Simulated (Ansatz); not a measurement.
Stretching the Ge1–Cl3 bond in ClGeH (SMILES [Cl][GeH]) (multiplicity 1 held, fragments rigid). Energies count from the point at 2.207 Å.
Geometry at that point (charge 0, multiplicity 1):
```xyz
3

Ge     0.52862    -0.16249     0.50490
H      1.62035    -0.38333    -0.65158
Cl    -1.09037     0.32841    -0.91207
```

Signs of static correlation in def2-TZVPP, with CASSCF(6,4), from Ansatz (a first-principles code) runs.

```tsv
R (Å)	T1 of restricted CCSD	⟨S²⟩ of UHF	largest double amplitude of restricted CCSD	weight of the CASSCF reference in MRCISD	CASSCF natural occupations
1.765	0.010	0.070	0.074	0.895	2.00 2.00 1.99 0.01
1.986	0.012	0.074	0.074	0.893	2.00 2.00 1.99 0.01
2.207	0.013	0.057	0.072	0.891	2.00 2.00 1.99 0.02
2.427	0.015	0.027	0.066	0.892	2.00 2.00 1.98 0.03
2.648	0.018	0.000	0.055	0.891	2.00 2.00 1.96 0.04
2.979	0.023	0.000	0.073	0.891	2.00 2.00 1.94 0.07
3.310	0.032	0.565	0.121	0.891	2.00 2.00 1.89 0.11
3.862	[?]	0.943	0.185	0.891	2.00 2.00 1.68 0.33
4.414	0.113	1.007	0.345	0.892	2.00 2.00 1.35 0.65
5.076	[?]	1.022	0.789	0.892	2.00 2.00 1.14 0.86
5.958	0.296	1.024	1.432	0.892	2.00 2.00 1.04 0.96
7.062	0.304	1.025	1.602	0.892	2.00 2.00 1.01 0.99
```

### Question
What belongs in the gaps?

### Answer

- 3.862, T1 of restricted CCSD: 0.059
- 5.076, T1 of restricted CCSD: 0.208

Doubts at one or more of the structures used: active orbitals that take no part (SC-NEVPT2 on CASSCF(6,4)/def2-TZVPP); a restricted determinant that unrestricted orbitals would lower (R-CCSD(T)/def2-TZVPP); T1 above 0.05 (R-CCSD(T)/def2-TZVPP, U-CCSD(T)/def2-TZVPP); other coupled-cluster roots lie near (R-CCSD(T)/def2-TZVPP, U-CCSD(T)/def2-TZVPP); a spin-contaminated determinant (U-CCSD(T)/def2-TZVPP).
